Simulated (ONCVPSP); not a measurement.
Pt: one change to an ONCV potential, before and after

- Element: Pt (Z = 78)
- Generator: ONCVPSP 4.0.1
- Type: optimised norm-conserving Vanderbilt (ONCV)
- Functional: PBEsol
- Relativity: fully relativistic
- Frozen core: [Kr] 4d10 4f14
- Valence charge: 18
- Reference configuration: 5s2 5p6 5d9 6s1
- Partial waves: 5s+6s: rc 1.65 bohr, ncon 4, nbas 8, qcut 7.6 1/bohr, 2 projectors; 5p: rc 1.70 bohr, ncon 4, nbas 7, qcut 8.5 1/bohr, 2 projectors, debl 3.8 Ha; 5d: rc 2.40 bohr, ncon 3, nbas 8, qcut 6.8 1/bohr, 2 projectors, debl 0.9 Ha
- Local potential: polynomial inside 1.60 bohr (lpopt 5, dvloc0 0 Ha)
- Core correction: Teter function, parameters optimised by the program

Open shells are filled in proportion to 2j + 1.

All-electron outer shells of the reference configuration (PBEsol, scalar-relativistic, ld1.x):

| shell | level (eV) | outermost node (bohr) | outermost maximum (bohr) |
| --- | --- | --- | --- |
| 5s | -101.88 | 0.49 | 0.87 |
| 4f | -70.14 | – | 0.38 |
| 5p | -56.04 | 0.53 | 0.98 |
| 5d | -6.17 | 0.57 | 1.26 |
| 6s | -5.70 | 1.14 | 2.38 |

Change: all radii but the core radius scaled by about 0.79 (s 1.30, p 1.34, d 1.90 bohr); local potential polynomial inside 1.26 bohr (lpopt 5, dvloc0 0 Ha).

Cutoffs: the cutoffs (Ha) at which the residual kinetic energy of the hardest occupied pseudo-wave falls to 1 and 0.1 mHa per electron; they do not see the model core or the augmentation charge, which bear on the density cutoff. Errors are all-electron minus pseudo energies relative to the spin-unpolarised reference configuration.

Q: What does the change do?

A: The potential gets harder (21 Ha and 27 Ha → 31 Ha and 90 Ha); the lowest positive-energy flag moves from none to d3/2 at 14.2 eV; of the 4 tests that both files solve, the error grows in 0 and shrinks in 1 by more than 15 % and 0.3 meV (median size 184.8 → 205.9 meV); neither file shows a bound ghost. A smaller radius makes the pseudo-wave follow the all-electron one further in, where it bends more sharply, so more plane waves are needed.

```csv
quantity,base,changed
"cutoff, loose",21 Ha,31 Ha
"cutoff, tight",27 Ha,90 Ha
loose cutoff by channel,"s 21 Ha, p 20 Ha, d 15 Ha","s 27 Ha, p 31 Ha, d 18 Ha"
bound ghosts,none,none
GHOST(+) flags under 300 eV,none,"d3/2 at 14.2 eV, s at 282.1 eV"
"error for 5s2 5p6 5d9 6s0, meV [ΔE 9.24 eV]",-73,-80
"error for 5s2 5p6 5d8 6s0, meV [ΔE 29.25 eV]",-297,-332
"error for 5s2 5p6 5d7 6s0, meV [ΔE 61.50 eV]",-713,-816
"error for 5s2 5p6 5d9.5 6s0.5, meV [ΔE -0.13 eV]",-2.3,+1.7
"rms error of d²Exc/dni dnj with the model core, mHa",1.27,0.93
```
